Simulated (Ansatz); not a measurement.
B9P9H24⁻, a nanocrystal cut from wurtzite BP (hydrogen-capped). Total charge -1; doublet. Geometry PBE-D4/def2-SVP, that of the neutral singlet; atoms count from 1.

```csv
atom,x (Å),y (Å),z (Å)
B1,-1.9618,0.9965,-3.2098
P2,-2.9857,-0.3865,-2.2632
P3,-0.3746,1.2679,-2.0933
B4,-0.8370,1.9349,-0.3104
B5,-2.1896,-1.0512,-0.6072
P6,-1.8914,0.4954,0.5692
P7,0.7466,2.2180,0.8073
B8,0.2771,2.8954,2.5850
B9,-1.0832,-0.1144,2.2543
P10,-0.8024,1.4592,3.3781
B11,0.7221,-0.3508,-1.9740
P12,-0.3876,-1.7098,-1.0364
P13,2.3169,-0.0840,-0.8682
B14,1.8351,0.5922,0.9060
B15,0.4658,-2.3856,0.6006
P16,0.6865,-0.8004,1.7421
B17,3.4151,-1.7032,-0.7615
P18,2.2505,-3.0177,0.1177
H19,-2.6316,2.0194,-3.2459
H20,-1.6361,0.5574,-4.3041
H21,-4.3207,0.0288,-1.9670
H22,-3.2747,-1.5150,-3.0911
H23,0.4271,2.2715,-2.7207
H24,-1.5107,2.9517,-0.3829
H25,-2.8626,-1.9086,-0.0599
H26,-3.1823,1.0164,0.8974
H27,1.5419,3.2153,0.1621
H28,-0.4209,3.8949,2.4835
H29,1.2865,3.0410,3.2605
H30,-1.7603,-0.9750,2.7915
H31,-2.0841,1.9166,3.8144
H32,-0.2800,1.0111,4.6305
H33,1.0218,-0.7610,-3.0852
H34,-0.5569,-2.8332,-1.9052
H35,3.1018,0.9283,-1.5028
H36,2.8298,0.7708,1.5927
H37,-0.2164,-3.2386,1.1435
H38,1.3185,-1.2454,2.9455
H39,3.6791,-2.1082,-1.8851
H40,4.3872,-1.5057,-0.0456
H41,2.0952,-4.2113,-0.6527
H42,2.8459,-3.5771,1.2903
```

Single mean-field runs in def2-TZVP are fitted with def2-universal-jkfit. The highest occupied level of the charge -1 doublet lies above zero (up to 1.09 eV). Energy differences put its binding near zero (0.07 eV; vertical, to the charge 0 singlet, at PBE0-D4/def2-TZVP), which leaves it undecided.

Question: Estimate the Mulliken populations of the heavy atoms from the PBE0/def2-TZVP orbitals of Ansatz.

Answer: 
| atom | charge (e) | spin (α − β) |
| --- | --- | --- |
| B1 | -0.29 | 0.01 |
| P2 | 0.00 | 0.03 |
| P3 | 0.02 | -0.01 |
| B4 | -0.05 | 0.03 |
| B5 | 0.03 | -0.08 |
| P6 | -0.12 | 0.16 |
| P7 | 0.02 | -0.01 |
| B8 | -0.29 | 0.01 |
| B9 | 0.03 | -0.08 |
| P10 | 0.00 | 0.03 |
| B11 | -0.05 | 0.03 |
| P12 | -0.12 | 0.16 |
| P13 | 0.02 | -0.01 |
| B14 | -0.05 | 0.03 |
| B15 | 0.03 | -0.08 |
| P16 | -0.12 | 0.16 |
| B17 | -0.29 | 0.01 |
| P18 | 0.00 | 0.03 |
Mulliken values and Mayer orders depend strongly on the basis.

Question: Where does the spin sit?

Answer: Summed by element: B -0.12, P 0.52, H 0.59, of 1 unpaired in all. Largest on single atoms: H38 0.19, H26 0.19, H34 0.19.

Question: And the Mayer bond orders between bonded heavy atoms (over 0.3)?

Answer: B1–P2 0.89 (1.96 Å); B1–P3 0.92 (1.96 Å); P2–B5 0.84 (1.95 Å); P3–B4 0.87 (1.96 Å); P3–B11 0.87 (1.96 Å); B4–P6 0.87 (1.99 Å); B4–P7 0.87 (1.96 Å); B5–P6 0.83 (1.97 Å); B5–P12 0.83 (1.97 Å); P6–B9 0.83 (1.97 Å); P7–B8 0.92 (1.96 Å); P7–B14 0.87 (1.96 Å); B8–P10 0.89 (1.96 Å); B9–P10 0.84 (1.95 Å); B9–P16 0.83 (1.97 Å); B11–P12 0.87 (1.99 Å); B11–P13 0.87 (1.96 Å); P12–B15 0.83 (1.97 Å); P13–B14 0.87 (1.96 Å); P13–B17 0.92 (1.96 Å); B14–P16 0.87 (1.99 Å); B15–P16 0.83 (1.97 Å); B15–P18 0.84 (1.95 Å); B17–P18 0.89 (1.96 Å).
